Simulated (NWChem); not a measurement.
System: Si2NH5ClF; SMILES N[SiH2][Si@H](F)Cl

Input file for NWChem:

```
start job
memory heap 200 mb stack 900 mb global 1100 mb
geometry units angstroms noautosym nocenter noautoz
  N      0.176581     2.950136     0.074850
  Si    -0.697882     1.470987    -0.185963
  Si     0.426633    -0.519316     0.391266
  F      1.782745    -0.679862    -0.481430
  Cl    -0.788327    -2.164523    -0.018165
  H      0.317552     3.290280     1.018705
  H      0.975341     3.170179    -0.508565
  H     -1.052049     1.381096    -1.626790
  H     -1.927550     1.518187     0.649931
  H      0.824087    -0.647623     1.819367
end
basis spherical
  * library 6-31+g*
end
dft
  xc xpbe96 cpbe96
  iterations 150
end
property
  response 1 0.0
end
task dft property
```

Geometry: optimised at B3LYP/6-31G* (spherical d).

Static field.

### Question
Predict the main results of this run. (PBE/6-31+G* (spherical d).) Quantities: isotropic polarisability (bohr³); anisotropy (bohr³).

### Answer
```yaml
isotropic polarisability (bohr³): 75.0
anisotropy (bohr³): 32.6
```
